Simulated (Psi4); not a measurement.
ClK, singlet, geometry from GFN2-xTB (such geometries of metal compounds can be far from the true shape); TPSS/def2-SV(P) (Psi4).

Input for Psi4:
```
memory 2 GB

molecule {
0 1
  K    -0.00000000   -0.00000000   -1.21784993
  Cl    0.00000000    0.00000000    1.36112639
}

set basis def2-sv(p)

energy('tpss')
print_variables()
```

It wrote (shortened):

```
   => Loading Basis Set <=

    Name: DEF2-SV(P)
    Role: ORBITAL
    Keyword: BASIS

         ---------------------------------------------------------
                                   SCF
               by Justin Turney, Rob Parrish, Andy Simmonett
                          and Daniel G. A. Smith
                              RKS Reference
         ---------------------------------------------------------

  ==> Geometry <==

    Molecular point group: c2v
    Full point group: C_inf_v

    Geometry (in Angstrom), charge = 0, multiplicity = 1:

       Center              X                  Y                   Z               Mass
    ------------   -----------------  -----------------  -----------------  -----------------
         K            0.000000000000     0.000000000000    -1.219812272412    38.963706486400
         CL           0.000000000000     0.000000000000     1.359164047588    34.968852682000

  Running in c2v symmetry.

  Rotational constants: A = ************  B =      0.13753  C =      0.13753 [cm^-1]
  Rotational constants: A = ************  B =   4123.03084  C =   4123.03084 [MHz]
  Nuclear repulsion =   66.276001730178734

  Charge       = 0
  Multiplicity = 1
  Electrons    = 36
  Nalpha       = 18
  Nbeta        = 18

  ==> Algorithm <==

  SCF Algorithm Type is DF.
  DIIS enabled.
  MOM disabled.
  Fractional occupation disabled.
  Guess Type is SAD.
  Energy threshold   = 1.00e-06
  Density threshold  = 1.00e-06
  Integral threshold = 1.00e-12

  ==> Primary Basis <==

  Basis Set: DEF2-SV(P)
    Blend: DEF2-SV(P)
    Number of shells: 18
    Number of basis functions: 42
    Number of Cartesian functions: 45
    Spherical Harmonics?: true
    Max angular momentum: 2

  ==> DFT Potential <==

   => LibXC <=

    Version 7.1.2
    S. Lehtola, C. Steigemann, M. J. T. Oliveira, and M. A. L. Marques,  SoftwareX 7, 1–5 (2018) (10.1016/j.softx.2017.11.002)

   => Composite Functional: TPSS <=

    TPSS Meta-GGA XC Functional

    J. Tao, et al., Phys. Rev. Lett., 91, 146401, 2003

    Deriv               =              1
    GGA                 =           TRUE
    Meta                =           TRUE

    Exchange Hybrid     =          FALSE
    MP2 Hybrid          =          FALSE

   => Exchange Functionals <=

    1.0000   XC_MGGA_X_TPSS

   => Correlation Functionals <=

    1.0000   XC_MGGA_C_TPSS

   => LibXC Density Thresholds  <==

    XC_MGGA_C_TPSS:  1.00E-15
    XC_MGGA_X_TPSS:  1.00E-15

   => Molecular Quadrature <=

[...]
   @DF-RKS iter   4: -1060.01049013332477   -4.97122e-03   5.33391e-04 ADIIS/DIIS
   @DF-RKS iter   5: -1060.01060441494451   -1.14282e-04   1.60874e-04 ADIIS/DIIS
   @DF-RKS iter   6: -1060.01061485929267   -1.04443e-05   2.71709e-05 DIIS
   @DF-RKS iter   7: -1060.01061515451488   -2.95222e-07   4.41171e-06 DIIS
   @DF-RKS iter   8: -1060.01061516140157   -6.88669e-09   1.16742e-07 DIIS
  Energy and wave function converged.

  ==> Post-Iterations <==

   Electrons on quadrature grid:
      Ntotal   =   36.0000010272 ; deviation = 1.027e-06

    Orbital Energies [Eh]
    ---------------------

    Doubly Occupied:

[...]
    Virtual:

[...]
    Final Occupation by Irrep:
             A1    A2    B1    B2
    DOCC [    10,    0,    4,    4 ]
    NA   [    10,    0,    4,    4 ]
    NB   [    10,    0,    4,    4 ]

  @DF-RKS Final Energy: -1060.01061516140157

   => Energetics <=

    Nuclear Repulsion Energy =             66.2760017301787343
    One-Electron Energy =               -1594.2444377155686652
    Two-Electron Energy =                 529.8284231390191508
    DFT Exchange-Correlation Energy =     -61.8706023150307445
    Empirical Dispersion Energy =           0.0000000000000000
    VV10 Nonlocal Energy =                  0.0000000000000000
    Total Energy =                      -1060.0106151614015744

Computation Completed

Properties will be evaluated at   0.000000,   0.000000,   0.000000 [a0]

Properties computed using the SCF density matrix

 Multipole Moments:

 ------------------------------------------------------------------------------------
     Multipole            Electronic (a.u.)      Nuclear  (a.u.)        Total (a.u.)
 ------------------------------------------------------------------------------------

 L = 1.  Multiply by 2.5417464519 to convert [e a0] to [Debye]
 Dipole X            :          0.0000000            0.0000000            0.0000000
 Dipole Y            :          0.0000000            0.0000000            0.0000000
 Dipole Z            :         -3.4170919           -0.1334985           -3.5505904
 Magnitude           :                                                    3.5505904

 ------------------------------------------------------------------------------------

  Variable Map:
  ----------------------------------------------------------------------------
[...]
  Array Variable Map:
  ----------------------------------------------------------------------------
[...]
[...]
```
